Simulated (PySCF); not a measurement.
C3H5 (SMILES C=[C-]C), charge -1, singlet, at a GFN2-xTB geometry (in this run its highest filled SCF level lies above zero, so its values depend strongly on the basis, on diffuse functions most of all); R2SCAN/cc-pVDZ in PySCF.

Here is a job for PySCF.
```python
from pyscf import gto, scf, dft

mol = gto.M(
    atom='''
C     1.21686285    0.18064468   -0.01811021
C    -0.03073571    0.64943625   -0.01639561
H     1.55400853   -0.90155213    0.00604924
H     2.07987196    0.86156060   -0.04519938
C    -1.09237829   -0.45448601    0.02379043
H    -0.70655261   -1.50225173    0.04652436
H    -1.73516936   -0.33296119    0.90943146
H    -1.75465160   -0.37836511   -0.85251336
''',
    basis='cc-pvdz',
    charge=-1,
    verbose=4,
)

mf = dft.RKS(mol)
mf.xc = 'r2scan'
mf.grids.atom_grid = (99, 590)
mf.grids.prune = None
mf.kernel()
```

Predict the main parts of the log of this PySCF run.


```
PySCF version 2.14.0

[INPUT] verbose = 4
[INPUT] num. atoms = 8
[INPUT] num. electrons = 24
[INPUT] charge = -1
[INPUT] spin (= nelec alpha-beta = 2S) = 0
[INPUT] symmetry False subgroup None
[INPUT] Mole.unit = angstrom
[INPUT] Symbol           X                Y                Z      unit          X                Y                Z       unit  Magmom
[INPUT]  1 C      1.216862850000   0.180644680000  -0.018110210000 AA    2.299537517658   0.341368971060  -0.034223336958 Bohr   0.0
[INPUT]  2 C     -0.030735710000   0.649436250000  -0.016395610000 AA   -0.058082074144   1.227256647865  -0.030983212545 Bohr   0.0
[INPUT]  3 H      1.554008530000  -0.901552130000   0.006049240000 AA    2.936650516938  -1.703686612718   0.011431406862 Bohr   0.0
[INPUT]  4 H      2.079871960000   0.861560600000  -0.045199380000 AA    3.930388378562   1.628113573716  -0.085414449200 Bohr   0.0
[INPUT]  5 C     -1.092378290000  -0.454486010000   0.023790430000 AA   -2.064295792521  -0.858854086346   0.044957397086 Bohr   0.0
[INPUT]  6 H     -0.706552610000  -1.502251730000   0.046524360000 AA   -1.335190925497  -2.838844339854   0.087918298521 Bohr   0.0
[INPUT]  7 H     -1.735169360000  -0.332961190000   0.909431460000 AA   -3.278994870137  -0.629205459209   1.718576388463 Bohr   0.0
[INPUT]  8 H     -1.754651600000  -0.378365110000  -0.852513360000 AA   -3.315810968030  -0.715006432991  -1.611016767933 Bohr   0.0

nuclear repulsion = 63.726054934667
number of shells = 30
number of NR pGTOs = 113
number of NR cGTOs = 67
basis = cc-pvdz
ecp = {}

******** <class 'pyscf.dft.rks.RKS'> ********
method = RKS
initial guess = minao
damping factor = 0
level_shift factor = 0
DIIS = <class 'pyscf.scf.diis.CDIIS'>
diis_start_cycle = 1
diis_space = 8
diis_damp = 0
SCF conv_tol = 1e-09
SCF conv_tol_grad = None
SCF max_cycles = 50
direct_scf = True
direct_scf_tol = 1e-13
XC library pyscf.dft.libxc version 7.1.2
    S. Lehtola, C. Steigemann, M. J. T. Oliveira, and M. A. L. Marques,  SoftwareX 7, 1–5 (2018)
XC functionals = r2scan
    J. W. Furness, A. D. Kaplan, J. Ning, J. P. Perdew, and J. Sun,  J. Phys. Chem. Lett. 11, 8208–8215 (2020)
    J. W. Furness, A. D. Kaplan, J. Ning, J. P. Perdew, and J. Sun,  J. Phys. Chem. Lett. 11, 9248–9248 (2020)
    J. W. Furness, A. D. Kaplan, J. Ning, J. P. Perdew, and J. Sun,  J. Phys. Chem. Lett. 11, 8208–8215 (2020)
    J. W. Furness, A. D. Kaplan, J. Ning, J. P. Perdew, and J. Sun,  J. Phys. Chem. Lett. 11, 9248–9248 (2020)
radial grids:
    Treutler-Ahlrichs [JCP 102, 346 (1995); DOI:10.1063/1.469408] (M4) radial grids

becke partition: Becke, JCP 88, 2547 (1988); DOI:10.1063/1.454033
pruning grids: None
grids dens level: 3
symmetrized grids: False
atomic radii adjust function: <function treutler_atomic_radii_adjust>
User specified grid scheme (99, 590)
small_rho_cutoff = 0
Set gradient conv threshold to 3.16228e-05
Initial guess from minao.
tot grids = 467280
init E= -117.133353945783
  HOMO = -0.242945961461122  LUMO = -0.0672972400452636  gap/eV = 4.77965
cycle= 1 E= -117.020155386561  delta_E= 0.113  |g|= 0.623  |ddm|= 2.59
  HOMO = 0.243563234095383  LUMO = 0.318981928708094  gap/eV = 2.05225
cycle= 2 E= -116.773347438774  delta_E= 0.247  |g|= 1.07  |ddm|= 3.99
  HOMO = 0.0868096277860042  LUMO = 0.257279826952725  gap/eV = 4.63873
cycle= 3 E= -117.13634479409  delta_E= -0.363  |g|= 0.233  |ddm|= 3.36
  HOMO = 0.0993111618725271  LUMO = 0.253892971530809  gap/eV = 4.20639
cycle= 4 E= -117.151101281395  delta_E= -0.0148  |g|= 0.0694  |ddm|= 0.32
  HOMO = 0.0983472568134927  LUMO = 0.256097495765642  gap/eV = 4.29260
cycle= 5 E= -117.152290506247  delta_E= -0.00119  |g|= 0.0264  |ddm|= 0.124
  HOMO = 0.097160928271125  LUMO = 0.254737416978978  gap/eV = 4.28787
cycle= 6 E= -117.152488942283  delta_E= -0.000198  |g|= 0.00569  |ddm|= 0.038
  HOMO = 0.0968002460184927  LUMO = 0.254496732369825  gap/eV = 4.29114
cycle= 7 E= -117.152498095913  delta_E= -9.15e-06  |g|= 0.00102  |ddm|= 0.00769
  HOMO = 0.0966107372171936  LUMO = 0.254342128707438  gap/eV = 4.29209
cycle= 8 E= -117.15249838587  delta_E= -2.9e-07  |g|= 0.000249  |ddm|= 0.00169
  HOMO = 0.0965656437677929  LUMO = 0.254305355222122  gap/eV = 4.29232
cycle= 9 E= -117.152498403531  delta_E= -1.77e-08  |g|= 3.63e-05  |ddm|= 0.00036
  HOMO = 0.0965650751878697  LUMO = 0.254302070894535  gap/eV = 4.29224
cycle= 10 E= -117.152498403935  delta_E= -4.04e-10  |g|= 8.97e-06  |ddm|= 0.000118
  HOMO = 0.096563225501316  LUMO = 0.254301913634849  gap/eV = 4.29229
Extra cycle  E= -117.152498403903  delta_E= 3.19e-11  |g|= 1.41e-05  |ddm|= 4.44e-05
converged SCF energy = -117.152498403903
```
